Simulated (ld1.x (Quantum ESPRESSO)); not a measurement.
## What one change does to a pseudopotential (Tb (Z = 65), TM)

Tb (Z = 65), norm-conserving Troullier–Martins (Kleinman–Bylander form), made with ld1.x (Quantum ESPRESSO) 7.5 (LDA (PZ), scalar-relativistic). Core [Xe] 4f8, reference 5d1 6s1 6p1. Waves: 6p (bound): rc 3.35 bohr; 5d (bound): rc 2.25 bohr; 6s (bound): rc 2.40 bohr. Local part: the s channel. Core correction: a·sin(br)/r model core inside 2.05 bohr.

Change: all radii but the core radius scaled by about 1.15 (s 2.76, p 3.86, d 2.58 bohr).

Cutoffs: the cutoffs (Ry, on a coarse ladder) from which the occupation-weighted sum of valence levels, in a spherical-Bessel basis at the reference potential, stays within 10 and 1 mRy of its value at 400 Ry; they do not see the model core or the augmentation charge, which bear on the density cutoff. Errors are all-electron minus pseudo energies relative to the spin-unpolarised reference configuration. Spin-polarised tests are left out, since the open f shell is frozen unpolarised in the core.

Question: What does the change do?

Answer: The potential gets softer (15 Ry and 25 Ry → 15 Ry and 21 Ry); of the 7 tests that both files solve, the error grows in 5 and shrinks in 0 by more than 15 % and 0.3 meV (median size 22.3 → 29.8 meV); neither file shows a bound ghost. A larger radius leaves more room for a smooth pseudo-wave, so fewer plane waves are needed. More of the atom is replaced by a form fitted at one configuration, so other configurations suffer.

| quantity | base | changed |
| --- | --- | --- |
| cutoff, loose | 15 Ry | 15 Ry |
| cutoff, tight | 25 Ry | 21 Ry |
| loose cutoff by channel (10 mRy a level) | p 6 Ry, d 15 Ry, s 10 Ry | p 6 Ry, d 15 Ry, s 6 Ry |
| bound ghosts | none | none |
| error for 5d1 6s2 6p0, meV [ΔE -3.03 eV] | -2.7 | -4.8 |
| error for 5d1 6s1 6p0, meV [ΔE 3.92 eV] | -2.7 | -3.2 |
| error for 5d1 6s0 6p0, meV [ΔE 16.46 eV] | -35 | -33 |
| error for 5d2 6s1 6p0, meV [ΔE -1.09 eV] | -55 | -71 |
| error for 5d2 6s0 6p0, meV [ΔE 5.25 eV] | -66 | -91 |
| error for 5d1.5 6s1.5 6p0, meV [ΔE -2.11 eV] | -22 | -30 |
| error for 5d1 6s0 6p1, meV [ΔE 7.70 eV] | -8.3 | -8.1 |
